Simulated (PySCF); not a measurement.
**Calculated NMR parameters of Cc1ccpc([SiH3])p1**

```yaml
Formula: C5H8P2Si
SMILES: Cc1ccpc([SiH3])p1
Point_group_of_the_computed_structure: C1
Carbon_signals: 5
Proton_signals: 4
```

Atoms are numbered as in `[CH3:1][c:2]1[cH:3][cH:4][p:5][c:6]([SiH3:7])[p:8]1`; H(Xn) means a hydrogen on atom n.

Theoretical values (PySCF 2.14): GFN2-xTB geometry, σ from GIAO-PBE0/pcSseg-1. Relativity neglected, a single conformation, rapidly exchanging positions averaged, no solvent.

References, each an isolated molecule treated in the same way: $^{1}$H, $^{13}$C, $^{29}$Si vs TMS; $^{31}$P vs H3PO4.

| carbon | δC, type | δH (multiplicity) | HMBC from (2–3 bonds) | span of the C tensor (ppm) |
| --- | --- | --- | --- | --- |
| C1 | 29.3, CH3 | 3.05 (m) | H(C3) | 44 |
| C2 | 177.6, C | – | H(C4), H(C3), H(C1) | 338 |
| C3 | 137.7, CH | 8.32 (m) | H(C4), H(C1) | 232 |
| C4 | 162.3, CH | 9.47 (m) | H(C3) | 313 |
| C6 | 206.1, C | – | H(C4), H(Si7) | 437 |

Other nuclei:
| atoms | nucleus | environment | δ (ppm) | σ (ppm) |
| --- | --- | --- | --- | --- |
| H(Si7) | $^{1}$H | hydrogen on a silicon bonded to C | 4.99 | 26.73 |
| P8 | $^{31}$P | phosphorus bonded to 2 C, in a 6-membered ring | 295.1 | 23.3 |
| P5 | $^{31}$P | phosphorus bonded to 2 C, in a 6-membered ring | 283.3 | 35.1 |
| Si7 | $^{29}$Si | silicon bonded to C, 3 H | -64.0 | 413.2 |

δC 206.1, 177.6: substituted aromatic carbon. δC 162.3, 137.7: aromatic CH. δC 29.3: methyl carbon on an aromatic ring; saturated and bonded to C and H only. δH 9.47, 8.32: hydrogen on an aromatic CH; aromatic region. δH 3.05: hydrogen on a methyl carbon on an aromatic ring; benzylic-type position, deshielded by the ring.

Splittings by $^{31}$P in the carbon and heteronuclear signals aren't shown, as no couplings were computed. Shifts are as computed. Against solution values, carbons near 30 ppm lie about +3 ppm off and those near 130 ppm about +5 ppm. Of 1211 compounds with measured shifts, 218 miss one by over three times the rms of a fit or turn the order of signals round; such compounds aren't used in these exercises. Experimental scales use liquid or dissolved standards, which lie at an offset from isolated H3PO4. Multiplicities follow the n + 1 count of equivalent neighbours, as no J values were calculated; m marks all less simple cases, F and P coupling included.
